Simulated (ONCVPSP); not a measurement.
Varying the ONCV potential for Ga (Z = 31)

Base potential:

- Element: gallium (Ga)
- Generator: ONCVPSP 4.0.1
- Type: optimised norm-conserving Vanderbilt (ONCV)
- Functional: Wu-Cohen
- Relativity: scalar-relativistic
- Frozen core: [Ar]
- Valence charge: 13
- Reference configuration: 3d10 4s1.5 (charge +1.5)
- Partial waves: 4s: rc 1.55 bohr, ncon 5, nbas 10, qcut 3.8 1/bohr, 2 projectors, debl 1.5 Ha; p scattering state at 0.25 Ha: rc 1.55 bohr, ncon 4, nbas 8, qcut 5.1 1/bohr, 2 projectors, debl 1.1 Ha; 3d: rc 0.95 bohr, ncon 3, nbas 8, qcut 13.9 1/bohr, 2 projectors, debl 2.6 Ha
- Local potential: polynomial inside 0.80 bohr (lpopt 5, dvloc0 0 Ha)
- Core correction: none

In the p channel the program set the typed energies aside and used 0.050, 1.150 Ha.

Cutoffs, loose and tight: the cutoffs (Ha) at which the residual kinetic energy of the hardest occupied pseudo-wave falls to 1 and 0.1 mHa per electron. They do not see the model core or the augmentation charge, which bear on the density cutoff. Test errors are all-electron minus pseudo excitation energies from the reference, over the configurations 3d10 4s2 4p1; 3d10 4s2; 3d10 4s1; 3d10 4s0. A dash means not determined; rows that change the core or the reference have their own tests.

1 further variants are left out, since the program set their typed debl aside.

A true bound ghost makes a file unfit for plane-wave use even where its test errors are small: the radial tests pick states by their node count and pass the ghost by.

```csv
change,outcome,"cutoff, loose","cutoff, tight",bound ghosts,GHOST(+) flags above zero,largest test error (meV)
base,"generated, projector energies reset by the program",87 Ha,109 Ha,"s, p",p,+10
d: nproj 1,"generated, projector energies reset by the program",87 Ha,109 Ha,"s, p",p,+10.0
```

Q: What comes out with this change to the base: s: qcut 2.6?

A: outcome: generated, projector energies reset by the program; cutoff, loose: 87 Ha; cutoff, tight: 104 Ha; bound ghosts: s, p; GHOST(+) flags above zero: p; largest test error (meV): +15.

Q: What comes out with this change to the base: functional BLYP?

A: outcome: generated, projector energies reset by the program; cutoff, loose: 87 Ha; cutoff, tight: 109 Ha; bound ghosts: s, p; GHOST(+) flags above zero: p; largest test error (meV): +44.
